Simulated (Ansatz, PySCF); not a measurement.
Molecule: C2H8O4Si, net charge 0, singlet state. 
Structure (B3LYP-D3(BJ)/def2-TZVP (Ansatz, a quantum-chemistry and plane-wave program) minimum search):
```
Si
O 1 1.6292
C 2 1.4219 1 124.35
H 3 1.0896 2 107.91 1 -175.89
H 3 1.0921 4 109.20 2 -120.75
H 3 1.0934 4 108.84 5 -118.76
O 1 1.6292 2 114.80 3 -69.16
C 7 1.4219 1 124.35 2 -69.16
H 8 1.0896 7 107.91 1 -175.89
H 8 1.0921 9 109.20 7 -120.75
H 8 1.0934 9 108.84 10 -118.76
O 1 1.6353 2 106.67 3 172.44
H 12 0.9600 1 117.40 2 -37.58
O 1 1.6353 2 107.05 3 49.03
H 14 0.9600 1 117.40 2 -160.94
```

Property: vertical ionisation energy (to the doublet state of charge +1; each state is the SCF solution reached for its spin), in eV. Cores are frozen in the correlated levels unless marked. UHF or UKS for open shells. No spin-orbit coupling. Non-relativistic. 

| level | program | vertical ionisation energy (eV) |
|---|---|---|
| HF/aug-cc-pV(T+d)Z | Ansatz | 9.78 |
| SVWN5/def2-TZVPD | Ansatz | 9.75 |
| PBE/def2-TZVPD | Ansatz | 9.58 |
| r2SCAN/def2-TZVPD | Ansatz | 9.81 |
| B3LYP/def2-TZVPD | Ansatz | 10.16 |
| PBE0/def2-TZVPD | Ansatz | 10.18 |
| BHLYP/def2-TZVPD | Ansatz | 10.58 |
| CAM-B3LYP/def2-TZVPD | Ansatz | 10.52 |
| wB97M-V/def2-TZVPD | Ansatz | 10.59 |
| wB97X-V/def2-TZVPD | Ansatz | 10.61 |
| B2PLYP/def2-TZVPD | Ansatz | 10.40 |
| RI-MP2/aug-cc-pV(T+d)Z | Ansatz | 11.43 |

For comparison, minus the highest occupied orbital energy (PySCF): 12.30 eV at HF/def2-TZVPD, 9.86 eV at M06-2X/def2-TZVPD, 7.34 eV at TPSSh/def2-TZVPD.
